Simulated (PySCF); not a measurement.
Species: C₂H₁₀BN₂Si₂ (doublet state).
Bonds: C1–B2, B2–C3, B2–N4, N4–Si5, Si5–N6, N6–Si7, N4–Si7. Hydrogens: H8, H9, H10 on C1; H11, H12, H13 on C3; H14, H15 on Si5; H16, H17 on Si7.

Identity: `CB(C)N1[SiH2][N][SiH2]1` [radical].

Level of theory: UKS B3LYP, pcH-1 on B C H N Si, non-relativistic, mean-field spin-orbit, GIAO (PySCF 2.14.0). One conformer (not necessarily the lowest) at the GFN2-xTB geometry, without solvent, vibrations or thermal averaging. GFN2-xTB frequencies show an imaginary mode (28i cm⁻¹), so this geometry is no minimum at that level. The geometry wasn't refined by DFT: couplings that depend on bond lengths, twists or pyramidal angles can differ widely from those at the functional's own minimum.

Output of the driver script. The program numbers atoms from 0.

```
UKS, coarse grid
  cycle   1  E = -795.46226753  |g| = 6.00e-01
  cycle   2  E = -795.22085668  |g| = 9.31e-01
  cycle   3  E = -795.63508782  |g| = 1.34e-01
  cycle   4  E = -795.64127390  |g| = 7.23e-02
  cycle   5  E = -795.64350231  |g| = 1.55e-02
  cycle   6  E = -795.64360138  |g| = 7.22e-03
  cycle   7  E = -795.64363218  |g| = 1.84e-03
  cycle   8  E = -795.64363643  |g| = 7.10e-04
UKS, final grid
  cycle   1  E = -795.64367417  |g| = 6.76e-04
  cycle   2  E = -795.64367579  |g| = 7.48e-04
  cycle   3  E = -795.64367681  |g| = 4.50e-04
  cycle   4  E = -795.64367716  |g| = 4.49e-04
  cycle   5  E = -795.64367231  |g| = 4.09e-04
  cycle   6  E = -795.64366601  |g| = 3.35e-04
  cycle   7  E = -795.64365941  |g| = 2.63e-04
  cycle   8  E = -795.64365920  |g| = 1.64e-04
  cycle   9  E = -795.64365906  |g| = 7.59e-05
  cycle  10  E = -795.64365901  |g| = 3.04e-05
  cycle  11  E = -795.64365901  |g| = 9.31e-06
E = -795.64365901 Eh   <S^2> = 0.7531 (exact 0.7500)
g shifts (ppm)      1          2          3
  rmc          -180       -180       -180
  gc            -21         43         16
  oz_so         144       2452      53790
  total         -57       2315      53626
hyperfine (MHz)  atom isotope    a_iso     a_fc   dipolar eigenvalues
    0   13C      -0.40      -0.40     -0.34     -0.01      0.35
    1   11B      -2.24      -2.24     -1.30      0.45      0.85
    2   13C      -0.37      -0.37     -0.36      0.04      0.32
    3   14N      -0.94      -0.94     -2.53     -1.82      4.35
    4  29Si      36.70      36.70     -2.36      0.89      1.47
    5   14N      24.53      24.53    -37.79    -36.86     74.65
    6  29Si      37.11      37.11     -2.39      0.89      1.51
    7    1H       3.47       3.47     -0.71     -0.58      1.29
    8    1H       1.12       1.12     -0.59     -0.55      1.14
    9    1H       0.32       0.32     -1.01     -0.84      1.84
   10    1H       0.65       0.65     -1.03     -0.78      1.80
   11    1H       3.57       3.57     -0.78     -0.57      1.35
   12    1H       0.83       0.83     -0.57     -0.53      1.11
   13    1H      42.96      42.96     -3.59     -2.24      5.82
   14    1H      42.48      42.48     -3.55     -2.25      5.80
   15    1H      42.92      42.92     -3.56     -2.24      5.80
   16    1H      43.65      43.65     -3.57     -2.25      5.82
```

Find the weak point of this converged calculation.

The largest g shift is +0.054, past the limit of 0.03 at which the run flags a species of elements up to argon. The orbital-Zeeman/spin–orbit term is second order, a sum of spin–orbit matrix elements over excitation energies, so it grows and becomes less reliable as an excited state comes close; a shift of this size calls for a check with another method. The contact and dipolar couplings don't rest on that expansion, but they belong to the state that the SCF found, and a close-lying state with the spin in another orbital would have other couplings; no stability test was run. The run left out the spin–orbit part of the hyperfine coupling. The SCF also ends 7 μEh above an earlier cycle on the same grid, and no stability test was run: the final determinant isn't the lowest that the run met.
